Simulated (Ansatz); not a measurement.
One change: `C[O][InH][NH2]` becomes `C[O][In]([NH2])[F]`.

Ansatz, PBE0-D4/def2-TZVP geometries, multiplicity 1. Each molecule was computed in one conformer, which needn't be the lowest.

Elements past krypton have def2 core potentials.

| property | `C[O][InH][NH2]` |
| --- | --- |
| LUMO energy (B3LYP/def2-TZVPP) / eV | -1.15 |
| LUMO energy (ωB97M-V/def2-TZVPP) / eV | 0.51 |
| HOMO energy (PBE0/def2-TZVPP) / eV | -7.06 |
| HOMO energy (ωB97M-V/def2-TZVPP) / eV | -9.44 |
| size of the dipole moment (B3LYP/def2-TZVPP) / D | 2.08 |
| size of the dipole moment (ωB97M-V/def2-TZVPP) / D | 2.11 |

Task: Give the same properties after the change, and the shifts. (Best estimate.)

Result: Computed: 
| property | `C[O][In]([NH2])[F]` | shift |
| --- | --- | --- |
| LUMO energy (B3LYP/def2-TZVPP) / eV | -2.11 | -0.96 |
| LUMO energy (ωB97M-V/def2-TZVPP) / eV | 0.08 | -0.43 |
| HOMO energy (PBE0/def2-TZVPP) / eV | -7.67 | -0.61 |
| HOMO energy (ωB97M-V/def2-TZVPP) / eV | -10.06 | -0.62 |
| size of the dipole moment (B3LYP/def2-TZVPP) / D | 2.44 | 0.36 |
| size of the dipole moment (ωB97M-V/def2-TZVPP) / D | 2.44 | 0.33 |

With PBE0 the HOMO falls by 0.61 eV and the LUMO falls by 0.89 eV, so the gap narrows by about 0.28 eV. PBE moves the HOMO by -0.54 eV and ωB97M-V by -0.62 eV. Dipoles are sizes alone; their direction can turn.

Positive LUMOs are unbound, so they and the gaps depend on the basis.

B3LYP here is the variant with VWN-RPA as its local correlation; programs differ in this.
